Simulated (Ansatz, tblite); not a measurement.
Removing and adding an electron: B₁₆P₁₆H₃₆, a nanocrystal cut from zinc blende BP (hydrogen-capped). Charge 0, multiplicity 1. Geometry: r2SCAN-D4/def2-SVP. Ansatz, gas phase; energy differences of separate SCF runs; the oxidised species was run as a doublet alone; the reduced species was run as a doublet alone.

```xyz
68

B    -0.618   -0.327    3.342
B    -3.009    0.395    1.180
B     1.077    2.254    2.327
B    -1.311    2.977    0.163
B    -4.018   -1.832   -0.967
B    -1.652   -2.563    1.143
B     0.067    0.029    0.185
B     1.403   -2.937    0.090
B    -0.943   -2.190   -1.957
B     2.434   -0.700    2.289
B     3.102   -0.355   -0.927
B    -2.294    0.753   -1.920
B    -0.625    3.326   -2.998
B     0.747    0.380   -2.968
B     1.745    2.602   -0.889
B     2.085   -2.580   -3.071
P    -1.130   -2.194    2.982
P    -3.295   -1.522    0.821
P    -2.371    0.510    3.017
P    -0.520    3.328    1.907
P     0.734    0.312    2.020
P    -1.624    1.039   -0.076
P     2.274    2.986    0.945
P     0.031    3.533   -1.169
P     2.204   -2.601    1.833
P    -2.604   -1.168   -2.140
P    -0.273   -1.907   -0.113
P     1.419    0.665   -1.125
P     2.687   -2.256   -1.242
P     0.435   -1.541   -3.188
P     3.756   -0.240    0.904
P    -0.915    1.401   -3.151
H    -0.260   -0.177    4.492
H    -4.040    1.022    1.045
H     1.491    2.488    3.444
H    -2.344    3.601    0.029
H    -5.023   -1.155   -1.087
H    -4.159   -3.033   -1.110
H    -1.850   -3.751    0.984
H     1.202   -4.125   -0.067
H    -1.141   -3.381   -2.107
H     2.892   -0.561    3.405
H     3.942    0.044   -1.707
H    -3.327    1.383   -2.047
H    -1.683    3.924   -3.085
H     0.259    3.685   -3.755
H     1.595    0.780   -3.744
H     2.588    2.996   -1.669
H     1.847   -3.769   -3.181
H     2.926   -2.128   -3.827
H    -2.216   -2.487    3.851
H    -0.193   -3.098    3.536
H    -4.239   -1.968    1.791
H    -3.293   -0.141    3.881
H    -2.440    1.798    3.600
H    -1.430    3.338    2.991
H    -0.118    4.689    1.982
H     2.305    4.393    1.145
H     3.631    2.720    1.250
H     0.287    4.913   -0.917
H     1.630   -3.321    2.909
H     3.499   -3.186    1.881
H    -3.045   -1.354   -3.480
H     3.902   -2.966   -1.016
H    -0.083   -1.716   -4.501
H     4.440    0.957    1.225
H     4.846   -1.136    1.076
H    -1.398    1.149   -4.465
```

The xTB rows come from tblite. Single mean-field runs in def2-SVP are fitted with def2-universal-jkfit.

```tsv
level	−HOMO (eV)	vertical IE (eV)	−LUMO (eV)	vertical EA (eV)	HOMO–LUMO gap (eV)	IE − EA (eV)	remarks
GFN1-xTB	9.97	11.49	6.41	4.82	3.56	6.68	–
GFN2-xTB	9.00	10.47	6.75	5.45	2.25	5.01	–
PBE-D4/def2-SVP	5.44	–	2.65	1.31	2.80	–	HOMO above zero (-1 doublet)
PBE0-D4/def2-SVP	6.48	7.62	1.94	1.05	4.54	6.57	HOMO above zero (-1 doublet)
```

Run but left out: PBE-D4/def2-SVP (charge +1 doublet: an occupied level 0.02 eV above an empty one).   A HOMO above zero means that the electron is unbound at that level or that self-interaction error raises the level; the energy of removing that electron tells which. Raw xTB energy differences between charge states are shifted by several eV; the methods need an empirical correction for them. Sets without diffuse functions give affinities that are too small.
